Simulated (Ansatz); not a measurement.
Reaction (ligand exchange at the Si–Te bond): `[SeH][SiH2][TeH]` + H₂S → `S[SiH2][SeH]` + H₂Te

Program: Ansatz. Geometries: PBE0-D4/def2-TZVP. ΔE: electronic, gas phase. CCSD(T)/CBS is the MP2 limit (def2-TZVPP, def2-QZVPP) plus CCSD(T) − MP2 in def2-TZVPP, frozen cores. This one scheme is used for every species. Functionals use def2-TZVPP. B3LYP here is the variant with VWN-RPA as its local correlation; programs differ in this. HSE06 is defined as in plane-wave codes. def2 core potentials past Kr. For Se, Te outer-core shells are correlated without core-valence functions, which leaves a few kJ/mol of doubt a bond. Scalar relativity is left out up to krypton. Each species was taken in one conformer, which may not be the lowest.

```csv
level,ΔE (kJ/mol),difference from CCSD(T)/CBS
PBE-D4,3.7,-2.1
revPBE-D4,2.0,-3.8
BLYP-D4,1.3,-4.5
r2SCAN-D4,0.5,-5.3
B97M-V,-6.1,-11.9
PBE0-D4,3.9,-1.9
B3LYP-D4,1.9,-3.9
r2SCANh-D4,1.1,-4.7
r2SCAN0-D4,1.9,-3.9
HSE06-D4,4.2,-1.6
CAM-B3LYP-D4,-1.0,-6.8
ωB97X-V,0.1,-5.7
ωB97M-V,-0.3,-6.1
B2PLYP,0.9,-4.9
PBE-QIDH,3.5,-2.3
PBE,2.2,-3.6
revPBE,2.3,-3.5
BLYP,-1.1,-6.9
r2SCAN,0.3,-5.5
PBE0,2.4,-3.4
B3LYP,-0.7,-6.5
r2SCANh,0.8,-5.0
HSE06,2.7,-3.1
BHLYP,-1.2,-7.0
CAM-B3LYP,-2.8,-8.6
LC-ωPBE,-0.4,-6.2
RPA@PBE/def2-TZVPP,0.6,-5.2
HF/def2-SVP,0.9,-4.9
MP2/def2-SVP,4.4,-1.4
CCSD/def2-SVP,2.4,-3.4
CCSD(T)/def2-SVP,2.6,-3.2
HF/def2-TZVPP,-1.9,-7.7
MP2/def2-TZVPP,5.5,-0.3
SCS-MP2/def2-TZVPP,2.9,-2.9
CCSD/def2-TZVPP,0.7,-5.1
CCSD(T)/def2-TZVPP,1.3,-4.5
MP2/def2-QZVPP,8.1,2.3
HF/CBS(def2),-1.5,-7.3
MP2/CBS(def2),9.9,4.1
CCSD/CBS(def2),5.2,-0.6
CCSD(T)/CBS,5.8,0
```

(1) What do rigid-rotor, harmonic-oscillator terms from PBE0-D4/def2-TZVP frequencies (298.15 K, 1 bar) make of the CCSD(T)/CBS value? (An estimate is asked.)

Largest T1 diagnostic among the species: 0.010.

## Answers

(1) The calculation gave: ΔZPE = -1.6 kJ/mol, ΔH = +3.0 kJ/mol, ΔS = -2 J/(mol·K), ΔG = +3.5 kJ/mol.

In def2-TZVPP, CCSD(T) changes the Hartree–Fock value by +3.2 kJ/mol (the triples alone add +0.6 kJ/mol) and MP2 by +7.4 kJ/mol. At CCSD(T), def2-SVP lies −3.2 kJ/mol from the extrapolated value and def2-TZVPP −4.5 kJ/mol. Leaving LDA and LC-ωPBE aside and taking each functional with its dispersion term where it has one, the values spread over 10.3 kJ/mol, from B97M-V to HSE06-D4.
